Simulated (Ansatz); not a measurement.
Reaction (formal exchange of groups at a B–Se bond): `C[Se]BCF` + `OC(F)F` → `FBCF` + `C[Se]C(O)F`

Calculated with Ansatz (gas phase, PBE0-D4/def2-TZVP geometries, no zero-point term in ΔE). CCSD(T)/CBS is the MP2 limit (def2-TZVPP, def2-QZVPP) plus CCSD(T) − MP2 in def2-TZVPP, frozen cores. DFT in def2-TZVPP. For Se outer-core shells are correlated without core-valence functions, which leaves a few kJ/mol of doubt a bond. Scalar relativity is left out up to krypton. Each species was taken in one conformer, which may not be the lowest.

```csv
level,ΔE (eV)
ωB97X-V,-0.25
r2SCAN,-0.20
PBE0,-0.17
MP2/def2-TZVPP,-0.26
SCS-MP2/def2-TZVPP,-0.29
MP2/def2-QZVPP,-0.29
HF/CBS(def2),-0.26
MP2/CBS(def2),-0.30
```

Problem. What does CCSD(T)/CBS give? (An estimate is asked.)

Solution. Ansatz gave: -0.27 eV. The listed levels differ from it by 0.02, 0.07, 0.10, 0.01, -0.02, -0.02, 0.01, -0.03 eV.

Largest T1 diagnostic among the species: 0.012.
